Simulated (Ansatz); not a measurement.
Compare A (`F[SiH2]C1C[SiH2]1`) with its isomer B (`FC1([SiH3])C[SiH2]1`).

Isolated molecules relaxed with PBE0-D4/def2-TZVP in Ansatz; ΔE leaves out vibrations. CCSD(T)/CBS adds triple-zeta CCSD(T) − MP2 to the extrapolated MP2 energy (def2 sets, frozen cores). DFT in def2-TZVPP. B3LYP here is the variant with VWN-RPA as its local correlation; programs differ in this. One conformer a species, not always the lowest.

Q: Which isomer does CCSD(T)/CBS put lower? Give the gap. (An estimate is asked.)

A: The calculation gave: A, by 62.2 kcal/mol.

Q: Give E(B) − E(A) in kcal/mol with B2PLYP, MP2/def2-TZVPP, PBE0-D4, B3LYP, B3LYP-D4, r2SCAN-D4, CCSD(T)/def2-TZVPP. (Best estimate.)

A: Ansatz gave: B2PLYP 61.2, MP2/def2-TZVPP 65.0, PBE0-D4 58.6, B3LYP 58.9, B3LYP-D4 58.7, r2SCAN-D4 59.6, CCSD(T)/def2-TZVPP 61.5. None reverses the order clearly.

Largest T1 diagnostic: 0.013.

From PBE to PBE0 (25 % exact exchange), in def2-TZVPP and without D4, E(B) − E(A) moves by +2.9 kcal/mol.
